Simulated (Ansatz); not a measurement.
Ansatz results at the PBE0-D4/def2-TZVP geometry: size of the dipole moment (ωB97M-V/def2-TZVPP) 0.60 D; HOMO energy (B3LYP/def2-TZVPP) -7.31 eV; LUMO energy (ωB97M-V/def2-TZVPP) 0.77 eV.

Each molecule was computed in one conformer, which needn't be the lowest.

Problem. Which molecule gave them?
A. `[OH][AlH][CH2]O[SiH2]F`
B. `[CH3][Al]([Cl])[GaH2]`
C. `FC1([SiH3])CB1Cl`
D. `C/N=[C](\C)[GaH2]`

Solution. A. The others give `FC1([SiH3])CB1Cl`: 1.47, -7.19, 0.20; `C/N=[C](\C)[GaH2]`: 2.01, -6.24, -0.05; `[CH3][Al]([Cl])[GaH2]`: 1.88, -6.83, -0.48.

B3LYP here is the variant with VWN-RPA as its local correlation; programs differ in this.
